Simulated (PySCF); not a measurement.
## Si3H3Cl3O3

Si3H3Cl3O3 is a molecule, neutral, singlet. The structure, one conformer, was relaxed in the gas phase by PBE0-D3(BJ)/def2-SVP. No frequency run checks that it is a minimum.

SMILES: Cl[Si](Cl)(Cl)O[SiH]1O[SiH2]O1

```xyz
12

O     0.168    1.652   -0.516
Si    1.544    1.007   -1.282
O     1.881    0.124    0.133
Si    0.518    0.773    0.878
O    -0.643   -0.339    1.245
Si   -1.680   -1.410    0.581
Cl   -3.506   -0.543    0.362
Cl   -0.999   -2.015   -1.247
Cl   -1.822   -3.021    1.813
H     1.235    0.164   -2.461
H     2.577    2.027   -1.592
H     0.764    1.552    2.101
```
Atom numbers follow the order of the file, from 1.

Shieldings: GIAO PBE0/pcSseg-1. Shifts are against computed references at the same level: H TMS (σ 31.27 ppm), Si TMS (σ 352.0 ppm). Core levels by delta-SCF with SCAN, pcX-2 on the ionised atom and pcseg-1 elsewhere, spin-free X2C (2p3/2 is the spin-free 2p value less a third of a first-order spin-orbit splitting); from the vacuum level, for chosen atoms.

Q: Give the shieldings and core levels atom by atom.

A: 
| atoms | bonded to | σ (ppm) | δ (ppm) | core level (eV) |
| --- | --- | --- | --- | --- |
| O1 | 2 Si | 201.3 | - | 1s 538.22 |
| Si2 | 2 O + 2 H | 345.5 | 6.5 | 2p3/2 108.71 |
| O3 | 2 Si | 199.5 | - | 1s 538.21 |
| Si4 | 3 O + 1 H | 391.6 | -39.6 | 2p3/2 109.07 |
| O5 | 2 Si | 178.5 | - | 1s 539.13 |
| Si6 | 3 Cl + 1 O | 369.5 | -17.5 | - |
| Cl7 | 1 Si | 786.8 | - | - |
| Cl8 | 1 Si | 784.5 | - | - |
| Cl9 | 1 Si | 794.2 | - | - |
| H10 | 1 Si | 25.72 | 5.55 | - |
| H11 | 1 Si | 25.85 | 5.42 | - |
| H12 | 1 Si | 26.37 | 4.90 | - |

Values are those of this one static structure; atoms that internal rotation interchanges would show their mean in an NMR spectrum.

Q: Which of Si2, Si4 holds its core electrons tightest, and by how much against the loosest?

A: Si4 (bonded to 3 O + 1 H), by 0.37 eV over Si2 (bonded to 2 O + 2 H).

Q: By CAM-B3LYP/def2-SVPD (TDDFT singlets, Tamm-Dancoff triplets, ionisation by delta-SCF), where does absorption start, and what does vertical ionisation take?

A: The first singlet with intensity lies at 7.88 eV (f 0.001); what lies below it is dark. The lowest singlet lies at 7.33 eV (f 0.000), the strongest of the first 6 at 7.91 eV (f 0.030), the lowest triplet at 6.88 eV; vertical ionisation takes 11.49 eV.

The 3 runs behind this took 12 min in all, one thread each of Arm Neoverse V1 on a shared host, launched as `OMP_NUM_THREADS=1 python cluster_run.py task.json out`.
